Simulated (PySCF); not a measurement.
In(NCO)(OH)2 (CH2InNO3), SMILES O=C=[N][In]([OH])[OH].

Coordinates come from a B3LYP-D3(BJ)/def2-SVP optimisation. The structure was generated by enumeration; whether it is a known compound was not checked. The def2 effective core potentials stand for the cores of In; spin–orbit coupling is left out. Other conformers were not sampled.

All values below come from PySCF 2.14.0 with B3LYP-D3(BJ)/def2-SVP.

Frequencies are harmonic and unscaled.

Computed vibrational spectrum:
| mode | ν (cm⁻¹) | IR (km/mol) | moving atoms (share of kinetic energy) |
|---|---|---|---|
| 1 | 35 | 1.3 | N 54 %, O 43 % |
| 2 | 42 | 2.3 | O 74 %, N 15 % |
| 3 | 113 | 13.0 | O 74 %, In 13 %, H 10 % |
| 4 | 130 | 30.1 | O 38 %, N 36 %, In 13 %, C 9 % |
| 5 | 135 | 27.1 | O 50 %, In 31 %, N 14 % |
| 6 | 259 | 34.8 | H 90 %, O 10 % |
| 7 | 289 | 158.0 | H 94 % |
| 8 | 401 | 48.4 | N 37 %, O 25 %, C 21 %, In 17 % |
| 9 | 594 | 39.6 | O 90 % |
| 10 | 615 | 24.2 | C 72 %, O 15 %, N 13 % |
| 11 | 627 | 24.5 | C 66 %, N 18 %, O 15 % |
| 12 | 638 | 79.7 | O 81 %, In 18 % |
| 13 | 841 | 38.7 | H 93 % |
| 14 | 873 | 133.6 | H 93 % |
| 15 | 1430 | 13.1 | N 55 %, O 44 % |
| 16 | 2371 | 1331.2 | C 71 %, N 16 %, O 13 % |
| 17 | 3811 | 99.9 | H 94 % |
| 18 | 3812 | 28.9 | H 94 % |
